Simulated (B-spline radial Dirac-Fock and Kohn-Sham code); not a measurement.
Atomic sulfur: differential elastic cross section for electrons at 28.9 keV

Calculated with a radial finite-basis atomic code, using relativistic (Dirac) partial waves in the static field of the Dirac-Fock atom with Furness-McCarthy exchange, without polarisation or absorption potentials.

```
θ (°)  dσ/dΩ (a₀²/sr)  Sherman function
    0             103             0.000
  0.5            90.1             0.000
    1            62.6             0.000
    2            21.4             0.000
    4            2.95             0.000
    8           0.355             0.000
   12          0.0920             0.000
   16          0.0324             0.000
   24         0.00716            -0.001
   32         0.00246            -0.002
   45        0.000700            -0.005
   60        0.000247            -0.011
   75        0.000113            -0.017
   90        6.19e-05            -0.022
  105        3.86e-05            -0.025
  120        2.68e-05            -0.026
  135        2.04e-05            -0.024
  150        1.69e-05            -0.018
  165        1.51e-05            -0.010
  180        1.46e-05             0.000
```

The total elastic cross section is 0.345 a₀², the first transport cross section 0.00217 a₀² and the second, weighted with (3/2) sin²θ, 0.00537 a₀². The mean deflection is ⟨1 − cos θ⟩ = 0.00628, and 0.055 % of the collisions scatter beyond 90°.

Phase shifts modulo π (rad) for κ = −1 to −5: 1.296, 0.942, 0.765, 0.651, 0.569.
